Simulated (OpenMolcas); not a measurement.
3d along the 19-electron sequence

* Program: OpenMolcas
* Method: CASSCF
* Basis: ANO-RCC-VQZP
* Scalar Hamiltonian: DKH2, point nucleus
* Spin-orbit coupling: state interaction with AMFI integrals over the reference wave functions, term energies averaged over their components

Active space for each ion: 1 electron in 5 orbitals (3d).

Computed levels in cm-1 above 2D 3/2:

```csv
Level,V4+,Cr5+,Mn6+,Fe7+
2D 5/2,596,909,1300,1810
weight of 2D in the lowest level (%),100,100,100,100
```

Measured, with the error of the calculation in %. Measured levels: V4+ from Sugar and Corliss, J. Phys. Chem. Ref. Data 7, 1191 (1978); Cr5+ from Sugar and Corliss, J. Phys. Chem. Ref. Data 6, 317 (1977); Mn6+ from Corliss and Sugar, J. Phys. Chem. Ref. Data 6, 1253 (1977); Fe7+ from Corliss and Sugar, J. Phys. Chem. Ref. Data 11, 135 (1982).

```csv
Level,V4+,Cr5+,Mn6+,Fe7+
2D 5/2,625 (-4.6),940 (-3.3),1350 (-3.7),1836 (-1.4)
```

The fine-structure level 2D 5/2 changes by a factor of 3.04 from V4+ to Fe7+. Its fourth root runs 4.94, 5.49, 6.00, 6.52, with steps per unit of Z of 0.55, 0.51, 0.52; equal steps would mean a (Z - σ)^4 law with constant σ.

With one active electron the reference holds no correlation, so core polarisation is missing. Measured partners are found by configuration, term and J. A level has none where our copy of the source lacks it or the pairing is in doubt (some pairs that miss far off the trend of their configuration count as doubtful), and it then counts in no deviation. Only configurations of the active space appear.
